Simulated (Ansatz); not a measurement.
Species: H3BO3, SMILES `OB(O)O` (charge 0, multiplicity 1), formula H3BO3.

Q: How many basis functions does Ansatz (a quantum-chemistry and plane-wave program) with frozen-core CCSD(T)/cc-pVTZ // CAM-B3LYP-D3(BJ)/def2-TZVP use, how many core orbitals are frozen, and how many electrons are correlated?

A: 162 basis functions and 4 frozen orbitals, which leaves 24 correlated electrons. Core time is of the order of minutes.
